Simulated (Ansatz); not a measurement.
One change: `B[O][Al]([OH])[F]` becomes `[OH][Al]([F])[O][SiH3]`.

Ansatz, PBE0-D4/def2-TZVP geometries, multiplicity 1. Each molecule was computed in one conformer, which needn't be the lowest.

```json
{"property": "LUMO energy (PBE/def2-TZVPP) / eV", "`B[O][Al]([OH])[F]`": "-1.79"}
{"property": "HOMO energy (ωB97M-V/def2-TZVPP) / eV", "`B[O][Al]([OH])[F]`": "-10.49"}
{"property": "HOMO–LUMO gap (ωB97M-V/def2-TZVPP) / eV", "`B[O][Al]([OH])[F]`": "11.17"}
{"property": "size of the dipole moment (ωB97M-V/def2-TZVPP) / D", "`B[O][Al]([OH])[F]`": "1.63"}
{"property": "HOMO energy (PBE/def2-TZVPP) / eV", "`B[O][Al]([OH])[F]`": "-6.69"}
{"property": "LUMO energy (B3LYP/def2-TZVPP) / eV", "`B[O][Al]([OH])[F]`": "-1.23"}
```

Q: Give the same properties after the change, and the shifts. (Estimate.)

A: Computed: 
```json
{"property": "LUMO energy (PBE/def2-TZVPP) / eV", "`[OH][Al]([F])[O][SiH3]`": "-1.82", "shift": "-0.03"}
{"property": "HOMO energy (ωB97M-V/def2-TZVPP) / eV", "`[OH][Al]([F])[O][SiH3]`": "-11.27", "shift": "-0.78"}
{"property": "HOMO–LUMO gap (ωB97M-V/def2-TZVPP) / eV", "`[OH][Al]([F])[O][SiH3]`": "11.91", "shift": "0.74"}
{"property": "size of the dipole moment (ωB97M-V/def2-TZVPP) / D", "`[OH][Al]([F])[O][SiH3]`": "2.17", "shift": "0.54"}
{"property": "HOMO energy (PBE/def2-TZVPP) / eV", "`[OH][Al]([F])[O][SiH3]`": "-7.49", "shift": "-0.80"}
{"property": "LUMO energy (B3LYP/def2-TZVPP) / eV", "`[OH][Al]([F])[O][SiH3]`": "-1.27", "shift": "-0.04"}
```

With PBE0 the HOMO falls by 0.82 eV and the LUMO falls by 0.06 eV, so the gap widens by about 0.76 eV. PBE moves the HOMO by -0.80 eV and ωB97M-V by -0.78 eV. Dipoles are sizes alone; their direction can turn.

B3LYP here is the variant with VWN-RPA as its local correlation; programs differ in this.
